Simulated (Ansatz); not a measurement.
Gas-phase electronic energies from Ansatz, PBE0-D4/def2-TZVP geometries. CBS: MP2 limit from def2 TZ/QZ plus the TZ coupled-cluster correction, frozen cores. Functionals use def2-TZVPP. For Ga outer-core shells are correlated without core-valence functions, which leaves a few kJ/mol of doubt a bond. Scalar relativity is left out up to krypton. Each species was taken in one conformer, which may not be the lowest.

Consider the substitution at a C–O bond: `C[O][Ga]([SH])[O][SiH3]` + `N[SiH](N)S` → `CN[SiH](N)S` + `[OH][Ga]([SH])[O][SiH3]`.

`C[O][Ga]([SH])[O][SiH3]`:

Cartesian coordinates in Å:
```
C -1.775 -0.224 0.743
O -1.105 1.006 0.891
Ga 0.522 1.309 0.254
S 1.443 3.260 0.508
O 1.419 0.027 -0.574
Si 1.291 -1.495 -1.143
H -2.524 -0.306 1.536
H -2.292 -0.285 -0.221
H -1.107 -1.091 0.826
H 0.361 3.731 1.153
H 0.082 -1.649 -1.999
H 1.191 -2.474 -0.024
H 2.497 -1.810 -1.951
```

`N[SiH](N)S`:

Cartesian coordinates in Å:
```
N 1.518 -0.304 0.208
Si -0.145 0.081 0.256
N -0.440 1.089 -1.085
S -1.609 -1.470 -0.021
H 1.913 -0.754 -0.603
H 1.982 -0.595 1.052
H -0.357 0.606 1.632
H -1.375 1.278 -1.402
H 0.208 1.820 -1.326
H -1.695 -1.752 1.289
```

`CN[SiH](N)S`:

```xyz
13

C     1.176   -0.354    1.595
N     0.934   -0.100    0.192
Si   -0.619   -0.004   -0.506
N    -0.390   -0.159   -2.188
S    -1.739    1.830   -0.358
H     1.224    0.560    2.200
H     0.368   -0.971    1.997
H     2.108   -0.908    1.740
H     1.665    0.437   -0.252
H    -1.422   -1.016    0.235
H    -1.108    0.123   -2.834
H     0.206   -0.879   -2.561
H    -2.404    1.440    0.740
```

`[OH][Ga]([SH])[O][SiH3]`:

```xyz
10

O    -1.207    0.732   -1.920
Ga   -0.927   -0.600   -0.782
S    -1.997   -2.480   -0.977
O     0.247   -0.400    0.540
Si    1.246    0.776    1.070
H    -0.677    1.511   -1.732
H    -1.371   -2.992    0.097
H     0.895    1.156    2.463
H     1.135    1.993    0.210
H     2.655    0.306    1.032
```

```tsv
level	ΔE (eV)
PBE-D4	-0.22
CCSD(T)/def2-TZVPP	-0.21
```

(1) What does CCSD(T)/CBS give? (Best estimate.)

Largest T1 diagnostic among the species: 0.014.

Results:

(1) Computed: -0.22 eV. The listed levels differ from it by 0.00, 0.01 eV.

In def2-TZVPP, CCSD(T) changes the Hartree–Fock value by −0.07 eV (the triples alone add −0.01 eV) and MP2 by −0.11 eV.
